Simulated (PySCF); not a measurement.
Si(H)(OH)2(PH2) (H5O2PSi), SMILES O[SiH](O)P. The structure is a stationary point at PBE0-D3(BJ)/def2-SVP. The values are those of a single conformer.

Computed equilibrium geometry at PBE0-D3(BJ)/def2-SVP (PySCF confirms it by a frequency run) as a Z-matrix, and its point group (one conformer of several):
point group Cs.
```
Si
O 1 1.6611
H 2 0.9611 1 117.63
O 1 1.6611 2 113.82 3 -84.00
H 4 0.9611 1 117.63 2 84.00
H 1 1.4994 2 108.49 3 36.86
P 1 2.2381 6 116.46 2 -117.95
H 7 1.4293 1 92.81 6 -46.86
H 7 1.4293 8 93.58 1 -93.00
```
